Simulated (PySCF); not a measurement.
A geometry optimisation on [VI4]-, `[I][V-]([I])([I])[I]` [triplet].

Method: PBE0-D3(BJ)/def2-SVP geometry optimisation, gas phase, def2 core potentials past Kr (PySCF 2.14.0). Start geometry: GFN2-xTB. The input is one job of a driver script: a line of settings, then coordinates in Å.

Input:
```
{"job": {"xc": "PBE0", "basis": "def2-SVP", "d3": "d3bj", "grid": 1, "maxiter": 40, "kind": "geom"}, "charge": -1, "multiplicity": 3}
V      0.000150     0.000180    -0.000090
I      0.010280    -0.016170     2.589810
I      2.438200     0.010320    -0.872760
I     -1.228410     2.117390    -0.845220
I     -1.220210    -2.111720    -0.871740
```

Output:
```
step   0  E = -2134.86873752  max force = 0.001753
step   1  E = -2134.86876519  max force = 0.000309
step   2  E = -2134.86876971  max force = 0.000099
optimisation converged
```

Energies in Eh; «max force» is the largest Cartesian gradient component in Eh/bohr.

Problem. How much energy does the optimisation release, in kcal/mol?

Solution. E(step 0) − E(last step) = 0.000032 Eh, which is 0.0 kcal/mol.

Problem. Give the first gradient maximum in eV/Å.

Solution. With 1 Eh/bohr = 51.422 eV/Å, 0.090 eV/Å.

In short: final energy -2134.86877 Eh after 2 steps.

Problem. Give the final coordinates.

Solution. 0.007 Å rms from the input after alignment:
```
atom  x, y, z in Å
V1    -0.0016    0.0000   -0.0014
I2     0.0058   -0.0167    2.5953
I3     2.4485    0.0115   -0.8725
I4    -1.2310    2.1241   -0.8473
I5    -1.2216   -2.1189   -0.8740
```

Hardware: x86-64 server, one thread, on a shared host. Cost: 67 s wall.
Labels such as C1 count atoms from 1, the log's own numbers from 0.

For an open-shell metal species like this, the optimisation's SCF solution wasn't tested for stability and no frequencies at its level were run, so a lower state or another shape may exist.
